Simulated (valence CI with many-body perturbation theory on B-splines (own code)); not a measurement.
# Energy levels of Ag³²⁺

Calculated by valence CI with perturbative core correlation (CI+MBPT): five valence electrons over a frozen Dirac-Fock core [Ne], radial functions for each j: 11 s, 11 p, 10 d, 8 f, 5 g, 2 h, with the one-electron correlation potential Σ1 (screened to all orders), the two-electron term Σ2, the three-electron term Σ3, Breit, model QED; selected single and double excitations, second order for the rest, scaled by the run's own slope (own B-spline code, finite nucleus).

No measured spectrum was set against this ion. As an estimate, large intervals hold to a few tenths of a per cent, small ones and those within an open d or f shell to about a per cent. Among the levels kept, up to 4200 cm⁻¹ of a level comes from second order outside the variational space, and about a tenth of that is noise between levels of different J, which matters for small intervals.

Levels 91 to 135 of 170, with energies above the lowest level, (3s^2 3p1/2^2 3p3/2) J=3/2. "Leading %" is the weight of the configuration and term that name the level; weights of strongly mixed levels are sums over their largest components and can fall short. In the jj column 3d3/2^4 stands for four electrons in 3d with j = 3/2.

| No. | Configuration | Term | J | E (cm⁻¹) | Leading % | Second component | g | Leading jj |
| --- | --- | --- | --- | --- | --- | --- | --- | --- |
| 91 | 3s3p³3d | ²P° | 3/2 | 2573200 | 10 | 10 % 3s3p³3d ⁴D° | 1.139 | 3s 3p1/2 3p3/2^2 3d5/2 (49 %) |
| 92 | 3s3p³3d | ⁴D° | 5/2 | 2580800 | 15 | 9 % 3s3p³3d ²D° | 1.147 | 3s 3p1/2 3p3/2^2 3d3/2 (42 %) |
| 93 | 3s3p³3d | ²D° | 3/2 | 2586700 | 17 | 14 % 3s²3p3d² ²P° | 1.105 | 3s 3p1/2 3p3/2^2 3d5/2 (31 %) |
| 94 | 3s²3p3d² | ⁴D° | 1/2 | 2592400 | 17 | 11 % 3s3p³3d ⁴P° | 1.070 | 3s^2 3p1/2 3d3/2^2 (39 %) |
| 95 | 3s²3p3d² | ⁴G° | 9/2 | 2596200 | 52 | 12 % 3s3p³3d ⁴F° | 1.186 | 3s^2 3p1/2 3d5/2^2 (28 %) |
| 96 | 3s3p³3d | ²F° | 5/2 | 2598900 | 42 | 8 % 3s3p³3d ⁴F° | 1.066 | 3s 3p1/2 3p3/2^2 3d5/2 (57 %) |
| 97 | 3s3p³3d | ⁴D° | 7/2 | 2624100 | 53 | 20 % 3s3p³3d ²F° | 1.298 | 3s 3p1/2 3p3/2^2 3d5/2 (69 %) |
| 98 | 3s3p³3d | ²G° | 7/2 | 2627700 | 19 | 17 % 3s3p³3d ⁴F° | 1.105 | 3s 3p1/2 3p3/2^2 3d5/2 (42 %) |
| 99 | 3s3p³3d | ⁴D° | 1/2 | 2640400 | 37 | 15 % 3s²3p3d² ⁴D° | 0.319 | 3s 3p1/2 3p3/2^2 3d3/2 (53 %) |
| 100 | 3s²3p3d² | ⁴D° | 3/2 | 2641700 | 20 | 11 % 3s²3p3d² ⁴P° | 1.176 | 3s 3p1/2 3p3/2^2 3d5/2 (25 %) |
| 101 | 3s3p³3d | ²F° | 5/2 | 2654600 | 17 | 17 % 3s3p³3d ⁴D° | 1.116 | 3s 3p1/2 3p3/2^2 3d3/2 (34 %) |
| 102 | 3s3p³3d | ⁴D° | 3/2 | 2664000 | 26 | 22 % 3s²3p3d² ⁴F° | 0.944 | 3s 3p1/2 3p3/2^2 3d3/2 (50 %) |
| 103 | 3s²3p3d² | ⁴F° | 5/2 | 2665900 | 20 | 12 % 3s²3p3d² ²F° | 1.073 | 3s^2 3p1/2 3d3/2 3d5/2 (32 %) |
| 104 | 3s²3p3d² | ²H° | 9/2 | 2675600 | 59 | 13 % 3s²3p3d² ⁴G° | 1.015 | 3s^2 3p1/2 3d5/2^2 (43 %) |
| 105 | 3s3p³3d | ⁴D° | 1/2 | 2679000 | 29 | 15 % 3s3p³3d ²P° | 0.652 | 3s 3p1/2 3p3/2^2 3d5/2 (26 %) |
| 106 | 3s3p³3d | ²F° | 5/2 | 2679500 | 18 | 14 % 3s²3p3d² ⁴F° | 1.012 | 3s 3p1/2 3p3/2^2 3d5/2 (20 %) |
| 107 | 3s²3p3d² | ⁴D° | 7/2 | 2685200 | 25 | 19 % 3s²3p3d² ⁴F° | 1.280 | 3s^2 3p1/2 3d5/2^2 (34 %) |
| 108 | 3s²3p3d² | ⁴P° | 3/2 | 2686100 | 19 | 12 % 3s²3p3d² ⁴D° | 1.290 | 3s 3p1/2 3p3/2^2 3d5/2 (24 %) |
| 109 | 3s3p³3d | ²D° | 3/2 | 2707800 | 29 | 17 % 3s²3p3d² ⁴D° | 1.069 | 3s 3p1/2 3p3/2^2 3d5/2 (39 %) |
| 110 | 3s3p³3d | ⁴P° | 1/2 | 2717100 | 40 | 32 % 3s3p³3d ²P° | 1.638 | 3s 3p3/2^3 3d3/2 (47 %) |
| 111 | 3s3p³3d | ²D° | 5/2 | 2738000 | 21 | 19 % 3s²3p3d² ⁴D° | 1.171 | 3s 3p1/2 3p3/2^2 3d5/2 (36 %) |
| 112 | 3s3p³3d | ⁴P° | 5/2 | 2744100 | 20 | 9 % 3s3p³3d ²D° | 1.282 | 3s 3p3/2^3 3d5/2 (45 %) |
| 113 | 3s²3p3d² | ⁴P° | 3/2 | 2744400 | 25 | 14 % 3s3p³3d ⁴P° | 1.514 | 3s^2 3p1/2 3d5/2^2 (33 %) |
| 114 | 3s²3p3d² | ²G° | 7/2 | 2749100 | 31 | 22 % 3s²3p3d² ²F° | 1.037 | 3s^2 3p1/2 3d3/2 3d5/2 (34 %) |
| 115 | 3s3p³3d | ²F° | 5/2 | 2764900 | 22 | 9 % 3s3p³3d ²D° | 1.097 | 3s 3p1/2 3p3/2^2 3d5/2 (49 %) |
| 116 | 3s3p³3d | ²P° | 3/2 | 2777400 | 15 | 9 % 3s3p³3d ²D° | 1.143 | 3s 3p3/2^3 3d3/2 (29 %) |
| 117 | 3s²3p3d² | ⁴P° | 1/2 | 2784500 | 25 | 22 % 3s3p³3d ²S° | 1.657 | 3s^2 3p3/2 3d3/2 3d5/2 (30 %) |
| 118 | 3s3p³3d | ²G° | 9/2 | 2788900 | 39 | 30 % 3s3p³3d ⁴F° | 1.213 | 3s 3p3/2^3 3d5/2 (61 %) |
| 119 | 3s3p³3d | ²F° | 7/2 | 2794100 | 24 | 21 % 3s²3p3d² ²F° | 1.184 | 3s^2 3p3/2 3d3/2 3d5/2 (31 %) |
| 120 | 3s3p³3d | ²P° | 3/2 | 2810900 | 35 | 21 % 3s²3p3d² ²D° | 1.103 | 3s 3p1/2 3p3/2^2 3d5/2 (41 %) |
| 121 | 3s3p³3d | ²D° | 5/2 | 2811500 | 15 | 14 % 3s²3p3d² ²D° | 1.097 | 3s 3p3/2^3 3d3/2 (43 %) |
| 122 | 3s²3p3d² | ⁴G° | 11/2 | 2817400 | 90 | 4 % 3s²3p3d² ²H° | 1.261 | 3s^2 3p3/2 3d5/2^2 (57 %) |
| 123 | 3s3p³3d | ²F° | 7/2 | 2833300 | 37 | 18 % 3s²3p3d² ²F° | 1.169 | 3s 3p3/2^3 3d5/2 (48 %) |
| 124 | 3s²3p3d² | ⁴F° | 9/2 | 2863300 | 34 | 26 % 3s²3p3d² ⁴G° | 1.213 | 3s^2 3p3/2 3d3/2 3d5/2 (74 %) |
| 125 | 3s²3p3d² | ⁴F° | 7/2 | 2866500 | 36 | 21 % 3s²3p3d² ⁴D° | 1.228 | 3s^2 3p3/2 3d3/2 3d5/2 (64 %) |
| 126 | 3s²3p3d² | ²P° | 1/2 | 2873300 | 39 | 20 % 3s²3p3d² ⁴D° | 0.569 | 3s^2 3p3/2 3d3/2^2 (38 %) |
| 127 | 3s²3p3d² | ²P° | 1/2 | 2880000 | 25 | 23 % 3s3p³3d ²P° | 0.575 | 3s 3p1/2 3p3/2^2 3d3/2 (23 %) |
| 128 | 3s²3p3d² | ⁴D° | 5/2 | 2885800 | 30 | 22 % 3s²3p3d² ⁴P° | 1.288 | 3s^2 3p3/2 3d3/2 3d5/2 (66 %) |
| 129 | 3s²3p3d² | ⁴D° | 3/2 | 2889900 | 29 | 15 % 3s3p³3d ²D° | 0.983 | 3s^2 3p3/2 3d3/2^2 (46 %) |
| 130 | 3s²3p3d² | ⁴D° | 5/2 | 2894800 | 24 | 12 % 3s²3p3d² ⁴F° | 1.178 | 3s^2 3p3/2 3d3/2^2 (44 %) |
| 131 | 3s²3p3d² | ²F° | 7/2 | 2908900 | 42 | 32 % 3s²3p3d² ⁴D° | 1.230 | 3s^2 3p3/2 3d3/2^2 (43 %) |
| 132 | 3s3p³3d | ²P° | 3/2 | 2923000 | 28 | 12 % 3s3p³3d ²D° | 1.081 | 3s 3p3/2^3 3d5/2 (49 %) |
| 133 | 3s3p³3d | ²P° | 3/2 | 2943900 | 19 | 13 % 3s²3p3d² ⁴S° | 1.280 | 3s^2 3p3/2 3d3/2 3d5/2 (24 %) |
| 134 | 3s²3p3d² | ²P° | 1/2 | 2951200 | 41 | 16 % 3s²3p3d² ⁴D° | 0.733 | 3s^2 3p3/2 3d5/2^2 (57 %) |
| 135 | 3s²3p3d² | ²H° | 11/2 | 2952400 | 94 | 4 % 3s²3p3d² ⁴G° | 1.095 | 3s^2 3p3/2 3d3/2 3d5/2 (60 %) |

Where two levels of one J and parity lie close, their mixing, g and order are uncertain.
